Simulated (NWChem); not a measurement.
# CdH$_{2}$S$_{2}$; SMILES [SH][Cd][SH]

```xyz
5

Cd     0.0000     0.0000    -0.0196
S     -0.0305    -2.3455    -0.0282
H      0.9290    -2.4420     0.9201
S      0.0305     2.3455    -0.0282
H     -0.9290     2.4420     0.9201
```
Atoms are numbered in this order, from 1.

Results from NWChem. The geometry was optimised at PBE0/def2-SVP. def2 effective core potentials on Cd; no spin-orbit coupling. Vertical excitations in the gas phase; the lowest state need not have the same character in each row.

For level PBE/def2-SVP, full TDDFT:

```yaml
lowest excitation, singlet (eV): 4.06
orbital gap (eV): 3.90
```

Task: What are these values for level CAM-B3LYP/def2-SVP, full TDDFT?

Result: 
| Quantity | Value |
|---|---|
| lowest excitation, singlet (eV) | 4.75 |
| orbital gap (eV) | 8.11 |
